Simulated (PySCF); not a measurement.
# TlSb and its ions

UHF-CCSD; basis Tl def2-SVP with ECP60, Sb def2-SVP with ECP28; scalar-relativistic core potentials; PySCF 2.14. Neutral (UHF): triplet (π ↑↑), Re = 3.053 Å, ωe = 119 cm⁻¹, De = 1.11 eV.

TlSb⁺ (UHF): quartet (σ ↑, π ↑↑), Re = 3.502 Å, ωe = 51.6 cm⁻¹. The energies at the minima are -410.97078 hartree for TlSb and -410.74804 for TlSb⁺.

**Question.** Work out the adiabatic ionisation energy, without and with harmonic zero-point energies (1 hartree = 27.2114 eV, 1 eV = 8065.5 cm⁻¹), and the change of the bond length.

**Answer.** At UHF-CCSD: 0.22274 hartree = 6.061 eV between the minima; the zero-point term (51.6 − 119.0)/2 cm⁻¹ = -0.004 eV makes it 6.057 eV. Re changes by +44.9 pm against the neutral. The electron leaves a σ orbital, and the ion is left as a loose complex of an ion and an atom.

Correlated steps freeze 8 core orbitals. Correlated levels converge slowly with the basis: in double zeta they bind strong bonds too weakly, by up to about 1 eV, and carry superposition errors of some tenths. These are scalar-relativistic numbers at best; spin–orbit coupling would shift them, the dissociation energy most. States were picked by a PBE0 search and need not be the measured ground states.
